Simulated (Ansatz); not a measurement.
```xyz
3

Li    0.0000    0.0000    0.0000
Be    0.0000    3.2458    0.0000
Mg    0.0000   -3.8978    0.0000
```

Basis set: pcseg-2 (spherical functions). Charge 0, multiplicity 2.

Computed with Ansatz (development build ahead of 0.2.0); each method stands on the lowest determinant of its kind that the runs found. Restricted functionals stand beside restricted open-shell atoms, which can lie above the unrestricted atoms usual in DFT and then raise those values.

Question: Give the atomization energy at this shape (free ground-state atoms in the same class of orbitals less the molecule, no zero-point energy) of doublet BeLiMg by PBE (unrestricted), PBE (restricted open-shell).

Answer:

| method | atomization energy |
| --- | --- |
| PBE (unrestricted) | 13.09 kcal/mol |
| PBE (restricted open-shell) | 12.57 kcal/mol |

The shape needn't be a minimum at these levels.
